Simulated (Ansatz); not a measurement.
Geometry optimisation, RHF/def2-SVP in Ansatz 0.2.0.

Input file:

```yaml
crystal:
  periodic: [false, false, false]
  atoms:
    - { symbol: W, position_ang: [-0.076378, 0.354641, -0.258343] }
    - { symbol: O, position_ang: [0.192995, 0.478715, 1.631343] }
    - { symbol: H, position_ang: [-0.556974, 0.508065, 2.212772] }
    - { symbol: F, position_ang: [1.75908, 0.257362, -0.177868] }
    - { symbol: H, position_ang: [-0.970552, 1.710863, 0.068701] }
    - { symbol: F, position_ang: [-1.723824, -0.334685, 0.263134] }
    - { symbol: F, position_ang: [-0.306171, -0.915203, -1.577486] }
    - { symbol: F, position_ang: [0.240008, 1.530175, -1.651583] }
    - { symbol: O, position_ang: [0.81321, -2.246311, 1.234831] }
    - { symbol: Si, position_ang: [1.230227, -3.842854, 1.427413] }
    - { symbol: H, position_ang: [1.359459, -4.427147, 0.081058] }
    - { symbol: H, position_ang: [2.50964, -3.945251, 2.167153] }
    - { symbol: H, position_ang: [0.189726, -4.566059, 2.192108] }
    - { symbol: H, position_ang: [1.014155, -1.564411, 1.896665] }
basis:
  gaussian: { orbitals: def2-SVP }
hamiltonian:
  xc: hf
relax:
  f_tol: 0.03
  max_steps: 50
```

Command:

```bash
$ ansatz run input.yaml --threads 4 --pin off --max-ram 5120MiB --backend cpu --events-out ev --progress --plain --runs-dir out
```

Problem. Where does it end, and by what steps?

Solution. It converged. The force dipped under the threshold on the way, but the program's further checks kept it going. After 28 steps the energy has fallen by 0.495 eV; H13 moved furthest, 1.61 Å. Joined: W1–O9 (3.13 → 2.25 Å).

```json
{"step": "0", "energy less start (eV)": "0.0000", "largest force component (eV/Å)": "1.246", "accepted": "yes"}
{"step": "1", "energy less start (eV)": "-0.1015", "largest force component (eV/Å)": "0.528", "accepted": "yes"}
{"step": "2", "energy less start (eV)": "-0.2121", "largest force component (eV/Å)": "0.527", "accepted": "yes"}
{"step": "3", "energy less start (eV)": "-0.3316", "largest force component (eV/Å)": "0.544", "accepted": "yes"}
{"step": "4", "energy less start (eV)": "-0.3867", "largest force component (eV/Å)": "0.733", "accepted": "yes"}
{"step": "5", "energy less start (eV)": "-0.3999", "largest force component (eV/Å)": "0.346", "accepted": "yes"}
{"step": "6", "energy less start (eV)": "-0.4119", "largest force component (eV/Å)": "0.177", "accepted": "yes"}
{"step": "7", "energy less start (eV)": "-0.4175", "largest force component (eV/Å)": "0.306", "accepted": "yes"}
{"step": "8", "energy less start (eV)": "-0.4241", "largest force component (eV/Å)": "0.179", "accepted": "yes"}
{"step": "9", "energy less start (eV)": "-0.4276", "largest force component (eV/Å)": "0.336", "accepted": "yes"}
{"step": "10", "energy less start (eV)": "-0.4356", "largest force component (eV/Å)": "0.174", "accepted": "yes"}
{"step": "11", "energy less start (eV)": "-0.4441", "largest force component (eV/Å)": "0.298", "accepted": "yes"}
{"step": "12", "energy less start (eV)": "-0.4565", "largest force component (eV/Å)": "0.237", "accepted": "yes"}
{"step": "13", "energy less start (eV)": "-0.4656", "largest force component (eV/Å)": "0.290", "accepted": "yes"}
{"step": "14", "energy less start (eV)": "-0.4763", "largest force component (eV/Å)": "0.171", "accepted": "yes"}
{"step": "15", "energy less start (eV)": "-0.4436", "largest force component (eV/Å)": "0.533", "accepted": "no"}
{"step": "16", "energy less start (eV)": "-0.4831", "largest force component (eV/Å)": "0.058", "accepted": "yes"}
{"step": "17", "energy less start (eV)": "-0.4842", "largest force component (eV/Å)": "0.098", "accepted": "yes"}
{"step": "18", "energy less start (eV)": "-0.4858", "largest force component (eV/Å)": "0.041", "accepted": "yes"}
{"step": "19", "energy less start (eV)": "-0.4865", "largest force component (eV/Å)": "0.019", "accepted": "yes"}
{"step": "20", "energy less start (eV)": "-0.4873", "largest force component (eV/Å)": "0.089", "accepted": "yes"}
{"step": "21", "energy less start (eV)": "-0.4878", "largest force component (eV/Å)": "0.150", "accepted": "yes"}
{"step": "22", "energy less start (eV)": "-0.4885", "largest force component (eV/Å)": "0.161", "accepted": "yes"}
{"step": "23", "energy less start (eV)": "-0.4894", "largest force component (eV/Å)": "0.222", "accepted": "yes"}
{"step": "24", "energy less start (eV)": "-0.4900", "largest force component (eV/Å)": "0.216", "accepted": "yes"}
{"step": "25", "energy less start (eV)": "-0.4929", "largest force component (eV/Å)": "0.146", "accepted": "yes"}
{"step": "26", "energy less start (eV)": "-0.4939", "largest force component (eV/Å)": "0.144", "accepted": "yes"}
{"step": "27", "energy less start (eV)": "-0.4930", "largest force component (eV/Å)": "0.297", "accepted": "no"}
{"step": "28", "energy less start (eV)": "-0.4947", "largest force component (eV/Å)": "0.023", "accepted": "yes"}
```

```xyz
14
Properties=species:S:1:pos:R:3
W -0.001 -0.129 0.071
O 0.366 0.626 1.777
H -0.078 1.358 2.174
F 1.795 0.191 -0.261
H -1.018 1.162 0.243
F -1.580 -0.899 0.703
F -0.019 -1.717 -0.972
F -0.252 0.645 -1.595
O 0.862 -1.768 1.344
Si 1.069 -3.439 0.991
H 2.006 -3.577 -0.128
H 1.655 -3.980 2.235
H -0.241 -4.040 0.730
H 1.111 -1.434 2.198
```

Whether the end is a true minimum wasn't checked by a vibrational analysis.

Run time: 93 s on 4 threads of Arm Neoverse V1 (shared host), peak memory 0.51 GiB.
